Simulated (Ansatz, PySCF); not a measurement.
H2MgO2, SMILES [OH][Mg][OH]. Atoms are numbered in the order given.

```xyz
5

Mg     0.0000     0.0000    -0.0804
O      0.0152     1.7670    -0.0703
O     -0.0152    -1.7670    -0.0703
H     -0.3743     2.6298    -0.1149
H      0.3743    -2.6298    -0.1149
```

Coordinates come from a PBE0-D3(BJ)/def2-TZVP optimisation. The values are those of a single conformer.

Two levels are set side by side: PBE-D3(BJ)/def2-TZVP (Ansatz, a program for electronic structure) and PBE0-D3(BJ)/def2-TZVP (Ansatz). Each level has its own optimised geometry; the coordinates shown are those of the second. Frequencies come from the Hessian of PySCF at each geometry. Differences are taken from unrounded values.

| quantity | PBE0-D3(BJ) |
|---|---|
| mean bond length (Å) | 1.357 |
| bond Mg1–O2 (Å) | 1.767 |
| bond Mg1–O3 (Å) | 1.767 |
| bond O2–H4 (Å) | 0.948 |
| bond O3–H5 (Å) | 0.948 |
| highest harmonic wavenumber (cm⁻¹) | 4069 |
| mean harmonic wavenumber (cm⁻¹) | 1156 |
| zero-point energy (kcal/mol) | 14.87 |

Q: What does PBE-D3(BJ) give, and how far is it from PBE0-D3(BJ)? (Estimate from the structure and the level; the computed values follow.)

A: 
| quantity | PBE-D3(BJ) | PBE-D3(BJ) minus PBE0-D3(BJ) |
|---|---|---|
| mean bond length (Å) | 1.380 | 0.022 |
| bond Mg1–O2 (Å) | 1.798 | 0.031 |
| bond Mg1–O3 (Å) | 1.798 | 0.031 |
| bond O2–H4 (Å) | 0.961 | 0.013 |
| bond O3–H5 (Å) | 0.961 | 0.013 |
| highest harmonic wavenumber (cm⁻¹) | 3877 | -192 |
| mean harmonic wavenumber (cm⁻¹) | 1134 | -22 |
| zero-point energy (kcal/mol) | 14.59 | -0.28 |

Exact exchange shortens and stiffens bonds; PBE has none. Differences between two approximate levels are no errors against the true value.
